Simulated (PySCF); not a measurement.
## Electron correlation in Ba (barium, neutral)

[Xe] 6s2, closed-shell 1S. Calculation: PySCF 2.14, in aug-cc-pwCVTZ-X2C (11s10p8d4f, 109 functions); the spin-free X2C one-electron Hamiltonian (Gaussian nucleus). Frozen: [Xe]; 2 electrons correlated.

With two correlated electrons CCSD is exact within the correlated space (frozen core and kept virtual orbitals).

| level | correlation energy (mhartree) |
| --- | --- |
| CCSD | -24.04 |

Diagnostics: T1 = 0.018, D1 = 0.0250, largest double amplitude 0.063.

Cost of the coupled-cluster step: roughly 6 core-seconds, for 2 correlated electrons.

Iterations:

```
CC2 = 0
CCSD nocc = 1, nmo = 82
frozen orbitals [0, 1, 2, 3, 4, 5, 6, 7, 8, 9, 10, 11, 12, 13, 14, 15, 16, 17, 18, 19, 20, 21, 22, 23, 24, 25, 26]
max_cycle = 100
direct = 0
conv_tol = 1e-08
conv_tol_normt = 1e-06
diis_space = 8
diis_start_cycle = 0
Init t2, MP2 energy = -8131.65186539335  E_corr(MP2) -0.0175119708765824
Init E_corr(CCSD) = -0.0175119708773017
cycle = 1  E_corr(CCSD) = -0.0207853139589706  dE = -0.00327334308  norm(t1,t2) = 0.0503583
cycle = 2  E_corr(CCSD) = -0.022404670739939  dE = -0.00161935678  norm(t1,t2) = 0.0257838
cycle = 3  E_corr(CCSD) = -0.0240222511539577  dE = -0.00161758041  norm(t1,t2) = 0.0135605
cycle = 4  E_corr(CCSD) = -0.0240249807774694  dE = -2.72962351e-06  norm(t1,t2) = 0.00175339
cycle = 5  E_corr(CCSD) = -0.0240376659903521  dE = -1.26852129e-05  norm(t1,t2) = 0.000743872
cycle = 6  E_corr(CCSD) = -0.024036686999458  dE = 9.78990894e-07  norm(t1,t2) = 0.000317716
cycle = 7  E_corr(CCSD) = -0.0240341621644056  dE = 2.52483505e-06  norm(t1,t2) = 8.54658e-05
cycle = 8  E_corr(CCSD) = -0.0240365279484267  dE = -2.36578402e-06  norm(t1,t2) = 2.03892e-05
cycle = 9  E_corr(CCSD) = -0.0240361166551223  dE = 4.11293304e-07  norm(t1,t2) = 5.56937e-06
cycle = 10  E_corr(CCSD) = -0.0240361744889648  dE = -5.78338425e-08  norm(t1,t2) = 1.40209e-06
cycle = 11  E_corr(CCSD) = -0.0240361660091349  dE = 8.4798299e-09  norm(t1,t2) = 3.20312e-07
CCSD converged
E(CCSD) = -8131.65838958848  E_corr = -0.02403616600913492
```
